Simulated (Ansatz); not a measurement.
One change: `B[SiH2]CS[SiH3]` becomes `[SiH3]SC[SiH2]Cl`.

Ansatz, PBE0-D4/def2-TZVP geometries, multiplicity 1. Each molecule was computed in one conformer, which needn't be the lowest.

```tsv
property	`B[SiH2]CS[SiH3]`
LUMO energy (PBE0/def2-TZVPP) / eV	-2.53
size of the dipole moment (ωB97M-V/def2-TZVPP) / D	1.47
LUMO energy (PBE/def2-TZVPP) / eV	-3.54
size of the dipole moment (PBE/def2-TZVPP) / D	1.33
HOMO–LUMO gap (PBE0/def2-TZVPP) / eV	4.22
HOMO energy (PBE/def2-TZVPP) / eV	-5.61
```

What does the change do to each property? (Best estimate.)

The calculation gave: 
```csv
property,`[SiH3]SC[SiH2]Cl`,shift
LUMO energy (PBE0/def2-TZVPP) / eV,-0.12,2.41
size of the dipole moment (ωB97M-V/def2-TZVPP) / D,1.48,0.01
LUMO energy (PBE/def2-TZVPP) / eV,-1.05,2.49
size of the dipole moment (PBE/def2-TZVPP) / D,1.47,0.14
HOMO–LUMO gap (PBE0/def2-TZVPP) / eV,6.83,2.61
HOMO energy (PBE/def2-TZVPP) / eV,-5.79,-0.18
```

With PBE0 the HOMO falls by 0.20 eV and the LUMO rises by 2.41 eV, so the gap widens by about 2.61 eV. PBE moves the HOMO by -0.18 eV and ωB97M-V by -0.22 eV. Dipoles are sizes alone; their direction can turn.
